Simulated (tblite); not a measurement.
Species: C3H9FSeSi3.
Atom-mapped SMILES: `[CH:1]#[C:2][SiH2:3][C@@H:4]([F:5])[SiH2:6][Se:7][SiH3:8]` (hydrogens: H9 on C1; H10, H11 on Si3; H12 on C4; H13, H14 on Si6; H15, H16, H17 on Si8)

Computed with GFN2-xTB (tblite), gas phase: L-BFGS steps from a force-field or distance-geometry start until the largest atomic force falls under 0.01 eV/Å.

Step 21: E = -655.0990 eV
```
atom  x, y, z in Å  |  force x, y, z in eV/Å
C1     -1.5999    2.4899    0.3963    0.010   0.031  -0.012
C2     -1.8032    1.3120    0.5257    0.019   0.002  -0.043
Si3    -2.1279   -0.4999    0.6494    0.016  -0.031   0.021
C4     -0.3964   -1.3613    0.7056    0.048  -0.025  -0.002
F5     -0.5728   -2.6411    1.2482    0.003   0.013  -0.039
Si6     0.5341   -1.5605   -0.9608    0.005   0.066  -0.053
Se7     1.0235    0.5314   -1.7657    0.051  -0.066   0.125
Si8     2.3763    1.2219   -0.0596    0.017   0.036   0.005
H9     -1.4196    3.5202    0.2791    0.004  -0.001   0.022
H10    -2.8168   -0.7906    1.9069    0.004  -0.023   0.028
H11    -2.8582   -0.9827   -0.5238   -0.011  -0.008  -0.008
H12     0.2552   -0.8446    1.4237   -0.056  -0.013  -0.025
H13    -0.3045   -2.1558   -1.9912   -0.050  -0.033   0.008
H14     1.7900   -2.2949   -0.7908   -0.046   0.009   0.040
H15     3.3638    0.1683    0.1827   -0.034   0.062  -0.014
H16     2.9796    2.4544   -0.5443    0.009  -0.022   0.008
H17     1.5696    1.4454    1.1409    0.011   0.002  -0.062
```

Step 22: E = -655.1008 eV
```
atom  x, y, z in Å  |  force x, y, z in eV/Å
C1     -1.5989    2.4876    0.3971    0.014   0.063  -0.015
C2     -1.8010    1.3097    0.5243    0.005  -0.012  -0.036
Si3    -2.1309   -0.4995    0.6496    0.004  -0.086   0.035
C4     -0.4000   -1.3610    0.7039    0.074  -0.037  -0.012
F5     -0.5753   -2.6431    1.2431    0.008   0.046  -0.031
Si6     0.5300   -1.5613   -0.9631    0.013   0.012  -0.028
Se7     1.0274    0.5246   -1.7625    0.075  -0.008   0.109
Si8     2.3812    1.2262   -0.0585    0.000   0.040  -0.012
H9     -1.4191    3.5175    0.2811    0.011   0.022   0.019
H10    -2.8132   -0.7941    1.9111    0.006  -0.011   0.008
H11    -2.8671   -0.9815   -0.5217    0.002  -0.001   0.010
H12     0.2557   -0.8436    1.4202   -0.090  -0.046  -0.039
H13    -0.3034   -2.1574   -1.9979   -0.051  -0.024   0.020
H14     1.7820   -2.3024   -0.7862   -0.055   0.018   0.035
H15     3.3715    0.1783    0.1913   -0.026   0.046  -0.017
H16     2.9815    2.4584   -0.5486    0.005  -0.027   0.006
H17     1.5726    1.4534    1.1391    0.004   0.004  -0.052
```

Step 23: E = -655.1025 eV
```
atom  x, y, z in Å  |  force x, y, z in eV/Å
C1     -1.5978    2.4858    0.3978    0.014   0.062  -0.015
C2     -1.7990    1.3077    0.5227   -0.008  -0.023  -0.029
Si3    -2.1344   -0.5003    0.6507    0.001  -0.103   0.034
C4     -0.4030   -1.3615    0.7011    0.063  -0.037  -0.031
F5     -0.5780   -2.6447    1.2376    0.011   0.050  -0.017
Si6     0.5263   -1.5626   -0.9663    0.009  -0.051   0.000
Se7     1.0340    0.5169   -1.7567    0.085   0.058   0.063
Si8     2.3868    1.2317   -0.0573   -0.012   0.036  -0.021
H9     -1.4180    3.5155    0.2835    0.016   0.037   0.015
H10    -2.8098   -0.7980    1.9164    0.010   0.000  -0.012
H11    -2.8771   -0.9801   -0.5191    0.017   0.006   0.031
H12     0.2543   -0.8435    1.4157   -0.097  -0.059  -0.038
H13    -0.3028   -2.1590   -2.0056   -0.046  -0.010   0.034
H14     1.7732   -2.3106   -0.7811   -0.053   0.020   0.030
H15     3.3792    0.1901    0.2003   -0.007   0.023  -0.016
H16     2.9832    2.4624   -0.5540    0.008  -0.017  -0.001
H17     1.5759    1.4623    1.1364   -0.010   0.009  -0.028
```

Problem. Estimate the geometry and energy of step 24. (The exact step hangs on the optimiser's Hessian estimate; all steps are aligned on step 23, rigid shifts and turns removed.)

Solution. E = -655.1042 eV, largest force 0.125 eV/Å
```
atom  x, y, z in Å  |  force x, y, z in eV/Å
C1     -1.5968    2.4846    0.3985    0.009   0.029  -0.010
C2     -1.7977    1.3058    0.5211   -0.017  -0.021  -0.022
Si3    -2.1376   -0.5027    0.6525    0.009  -0.068   0.018
C4     -0.4054   -1.3628    0.6971    0.020  -0.029  -0.050
F5     -0.5804   -2.6455    1.2325    0.012   0.021   0.002
Si6     0.5231   -1.5654   -0.9695    0.000  -0.084   0.013
Se7     1.0427    0.5101   -1.7497    0.075   0.100   0.003
Si8     2.3921    1.2379   -0.0562   -0.013   0.025  -0.016
H9     -1.4164    3.5144    0.2858    0.017   0.034   0.013
H10    -2.8069   -0.8018    1.9218    0.013   0.006  -0.024
H11    -2.8867   -0.9787   -0.5158    0.027   0.007   0.045
H12     0.2511   -0.8443    1.4108   -0.075  -0.051  -0.021
H13    -0.3028   -2.1603   -2.0130   -0.041   0.002   0.045
H14     1.7645   -2.3188   -0.7760   -0.036   0.009   0.025
H15     3.3865    0.2019    0.2088    0.012   0.004  -0.012
H16     2.9848    2.4662   -0.5599    0.015   0.001  -0.009
H17     1.5788    1.4712    1.1333   -0.025   0.017  -0.001
```

The energy changes by -0.0016 eV. The first-order estimate −F·Δx gives -0.0023 eV and the mean of the old and new forces, exact on a quadratic surface, -0.0016 eV. The step makes an angle of 76° with the force vector and moves no atom by more than 0.016 Å.

What follows is the cost of the whole relaxation. Hardware: an Intel Xeon Platinum 8488C with one thread, no GPU (shared host). Cost: 1.1 s of wall time.
